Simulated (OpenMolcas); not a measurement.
OpenMolcas run: Ce3+

Ce3+ among 6 point charges of -0.5 e arranged as a trigonal antiprism (D3d), 2.75 Å from the ion, with a polar angle of 50.9° against the regular 54.74°. With inversion symmetry the input lists one of each pair of outer charges.

Input:

```
&GATEWAY
Coord
1

Ce 0.0 0.0 0.0
Basis=ANO-RCC-VDZP
Group=XYZ
NoMove
AngMom=0.0 0.0 0.0
AMFI
XField
3 Angstrom 0
0.000000 2.134252 1.734205 -0.500000
1.848317 -1.067126 1.734205 -0.500000
1.848317 1.067126 -1.734205 -0.500000
&SEWARD
&RASSCF
FileOrb=start.orb
Symmetry=2
Spin=2
nActEl=1 0 0
Inactive=15 12
Ras2=0 7
CIRoot=7 7 1
SDav=7
CIMx=300
Iter=120 100
PrWF=0.3
OrbListing=Nothing
MaxOrb=0
>>> COPY $Project.JobIph JOB001
&RASSI
NrOfJobIphs=1 7
1 2 3 4 5 6 7
IphNames
JOB001
EJob
SpinOrbit
DIPRint=1.0
SOCoupling=1000.0
Subsets=2
Property=9
'ANGMOM' 1 'ANGMOM' 2 'ANGMOM' 3 'MLTPL  1' 1 'MLTPL  1' 2 'MLTPL  1' 3
'AMFI' 1 'AMFI' 2 'AMFI' 3
SOProperty=3
'ANGMOM' 1 'ANGMOM' 2 'ANGMOM' 3
```

Launched by
```bash
OMP_NUM_THREADS=1 MOLCAS_MEM=2252 MOLCAS_PROJECT=a pymolcas a.inp > a.log  # once for each step of the input, in one work folder
```

A driver script runs the steps one by one and writes start.orb anew before each from the orbitals found so far.

Output, cut to the results:

```
--- SEWARD ---
Basis set label: CE.ANO-RCC...7S6P4D2F1G.

      Electronic valence basis set:
      ------------------
      Associated Effective Charge  58.000000 au
      Associated Actual Charge     58.000000 au
      Nuclear Model: Point charge

      Shell  nPrim  nBasis  Cartesian Spherical Contaminant
         s      25       7        X
         p      22       6        X
         d      15       4                 X
         f      11       2                 X
         g       4       1                 X
                  Relativistic Douglas-Kroll-Hess integrals:
                    - DKH order of Hamiltonian: 2
                    - DKH order of Properties : 0
                  Atomic mean-field integrals
--- RASSCF ---
Wave function specifications:
      -----------------------------

      Number of closed shell electrons          54
      Number of electrons in active shells       1
      Max number of holes in RAS1 space          0
      Max nr of electrons in RAS3 space          0
      Number of inactive orbitals               27
      Number of active orbitals                  7
      Number of secondary orbitals              34
      Spin quantum number                      0.5
      State symmetry                             2
Orbital specifications:
      -----------------------

      Symmetry species                           1   2
                                                ag  au
      Frozen orbitals                            0   0
      Inactive orbitals                         15  12
      Active orbitals                            0   7
      RAS1 orbitals                              0   0
      RAS2 orbitals                              0   7
      RAS3 orbitals                              0   0
      Secondary orbitals                        21  13
      Deleted orbitals                           0   0
      Number of basis functions                 36  32
      Number of CSFs                             7
      Number of root(s) required                 7
      Iter CI   SX   CI       RASSCF       Energy    max ROT     max BLB   max BLB  Level Ln srch  Step   QN
          iter iter root      energy       change     param      element    value   shift minimum  type update
 Nr of preliminary CI iterations:   1
      Total energies have been shifted. Add                -8000.00 au
        1   1    6    0  -853.75955448    0.00E+00  -6.87E-02   12  22 2  9.81E-02*  0.37   0.00    SX    NO
        2   1    5    0  -853.77971375   -2.02E-02*  1.06E-02   12  25 1  2.78E-02*  0.48   0.00    SX    NO
        3   1    5    0  -853.78079555   -1.08E-03*  2.35E-03   12  22 2  8.79E-03*  0.47   0.00    SX    NO
        4   1    4    0  -853.78088215   -8.66E-05*  7.31E-04   12  22 2  2.72E-03*  0.47   0.00    SX    NO
        5   1    4    0  -853.78089149   -9.34E-06*  3.37E-04   12  22 2  1.05E-03*  0.47   1.46    LS   YES
        6   1    4    0  -853.78089253   -1.04E-06* -1.83E-04   11  24 1 -4.64E-04*  0.47   1.00    QN   YES
        7   1    4    0  -853.78089283   -3.04E-07* -1.99E-05   11  18 2 -6.04E-05   0.47   0.94    QN   YES
        8   1    4    0  -853.78089284   -1.16E-08*  2.01E-05   11  18 2 -3.47E-05   0.47   1.67    QN   YES
        9   1    3    0  -853.78089285   -3.56E-09   2.95E-06   11  24 2 -7.02E-06   0.47   1.09    QN   YES
      Convergence after  9 iterations
       10   1    3    0  -853.78089285   -1.36E-10   2.95E-06   11  24 2 -2.67E-06   0.47   1.09    QN   YES
      Natural orbitals and occupation numbers for root  1
      sym 2:   1.000000  -0.000000   0.000000   0.000000   0.000000   0.000000   0.000000
      Natural orbitals and occupation numbers for root  2
      sym 2:  -0.000000   0.000000   0.000000  -0.000000   0.000000  -0.000000   1.000000
      Natural orbitals and occupation numbers for root  3
      sym 2:   0.000000  -0.000000   1.000000  -0.000000  -0.000000   0.000000   0.000000
::    RASSCF root number  1 Total energy:  -8853.78171223
::    RASSCF root number  2 Total energy:  -8853.78157325
::    RASSCF root number  3 Total energy:  -8853.78081565
::    RASSCF root number  4 Total energy:  -8853.78081565
::    RASSCF root number  5 Total energy:  -8853.78050516
::    RASSCF root number  6 Total energy:  -8853.78041400
::    RASSCF root number  7 Total energy:  -8853.78041399

--- RASSI ---
SPIN-FREE ENERGIES:
  (Shifted by EMIN (a.u.) =      -8853.7817122271)

 SF State       Relative EMIN(au)   Rel lowest level(eV)    D:o, cm**(-1)      L_eff

     1             0.0000000000        0.0000000000              0.0000         3.0
     2             0.0001389741        0.0037816771             30.5013         3.0
     3             0.0008965788        0.0243971520            196.7763         3.0
     4             0.0008965800        0.0243971845            196.7766         3.0
     5             0.0012070710        0.0328460748            264.9215         3.0
     6             0.0012982312        0.0353266693            284.9288         3.0
     7             0.0012982324        0.0353267036            284.9291         3.0
     Dipole printing threshold changed to   1.00000000E+00
Eigenvalues of complex Hamiltonian:
   -----------------------------------
  (Shifted by EMIN (a.u.) =      -8853.7817122271)

 SO State       Relative EMIN(au)   Rel lowest level(eV)    D:o, cm**(-1)     J-value

     1            -0.0060948413        0.0000000000              0.0000         1.3
     2            -0.0060948413        0.0000000000              0.0000         1.3
     3            -0.0052272905        0.0236072584            190.4054         2.1
     4            -0.0052272905        0.0236072584            190.4054         2.1
     5            -0.0052037220        0.0242485913            195.5781         2.4
     6            -0.0052037220        0.0242485913            195.5781         2.4
     7             0.0048410106        0.2975796896           2400.1421         1.6
     8             0.0048410106        0.2975796896           2400.1421         1.6
     9             0.0055768888        0.3176039545           2561.6486         2.9
    10             0.0055768888        0.3176039545           2561.6486         2.9
    11             0.0058397053        0.3247555558           2619.3302         3.2
...
```

The J values that RASSI prints are effective ones from its own formula and need not be integers or half-integers; the table below assigns J from the states.

Spin-orbit levels above the lowest (labels of D3, the rotations of D3d):

| E (cm-1) | Degeneracy | Label | 2S+1 | J | |mJ| (%) | g |
| --- | --- | --- | --- | --- | --- | --- |
| 0.0 | 2 | E1/2 | 2 | 2.50 | 5/2 (92) | 0.19 0.19 3.84 |
| 190.4 | 2 | E3/2 | 2 | 2.50 | 3/2 (100) | 0.00 0.00 2.57 |
| 195.6 | 2 | E1/2 | 2 | 2.50 | 1/2 (92) | 0.46 2.38 2.38 |
| 2400 | 2 | E1/2 | 2 | 3.50 | 7/2 (93) | 0.59 0.59 7.50 |
| 2562 | 2 | E1/2 | 2 | 3.50 | 5/2 (64) | 0.57 0.57 2.99 |
| 2619 | 2 | E3/2 | 2 | 3.50 | 3/2 (100) | 0.00 0.00 3.43 |
| 2655 | 2 | E1/2 | 2 | 3.50 | 1/2 (61) | 1.13 3.41 3.41 |

This is an electrostatic model: the charges have no orbitals. No measured value stands beside these numbers.

The RASSCF and RASSI steps took 1.3 s on 1 thread of Intel(R) Xeon(R) 6975P-C (Granite Rapids), on a shared host; the integral step is not counted.
